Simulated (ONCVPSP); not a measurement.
Configuration tests for Au (Z = 79) (ONCV)

```
Element                 : gold
Generator               : ONCVPSP 4.0.1
Type                    : optimised norm-conserving Vanderbilt (ONCV)
Functional              : PBE
Relativity              : scalar-relativistic
Frozen core             : [Kr] 4d10 4f14
Valence charge          : 19
Reference configuration : 5s2 5p6 5d10 6s0.75 (charge +0.25)
Partial waves           : 5s+6s: rc 1.55 bohr, ncon 4, nbas 7, qcut 6.2 1/bohr, 2 projectors; 5p: rc 1.65 bohr, ncon 3, nbas 6, qcut 7.3 1/bohr, 2 projectors, debl 0.4 Ha; 5d: rc 2.20 bohr, ncon 3, nbas 7, qcut 8.1 1/bohr, 2 projectors, debl 1.4 Ha
Local potential         : polynomial inside 1.00 bohr (lpopt 5, dvloc0 0 Ha)
Core correction         : Teter function, fcfact 3.25, rcfact 1.8
```

In the p channel the program set the typed energies aside and used -2.271, 0.250 Ha.

Energies are relative to the spin-unpolarised reference configuration 5s2 5p6 5d10 6s0.75; without spin polarisation the order of configurations can differ from experiment.

```csv
valence configuration,charge,ΔE all-electron (eV),error AE − PS (meV)
5s2 5p6 5d10 6s1,0,-1.660,+0.4
5s2 5p6 5d10 6s0,+1,7.748,-6.8
5s2 5p6 5d8 6s0,+3,62.834,-57
```

Question: What are ΔE and the potential's error for 5s2 5p6 5d9 6s0?

Answer: ΔE = 28.957 eV all-electron; the error (AE − PS) is -18 meV.

Levels in the configuration 5s2 5p6 5d10 6s1:

```json
{"level": "5s", "all-electron (eV)": "-108.369", "pseudo (eV)": "-108.355"}
{"level": "5p", "all-electron (eV)": "-59.782", "pseudo (eV)": "-59.779"}
{"level": "5d", "all-electron (eV)": "-6.877", "pseudo (eV)": "-6.878"}
{"level": "6s", "all-electron (eV)": "-5.762", "pseudo (eV)": "-5.760"}
```

Note: no bound ghost flagged; GHOST(+) flagged for s at 59.7 eV.
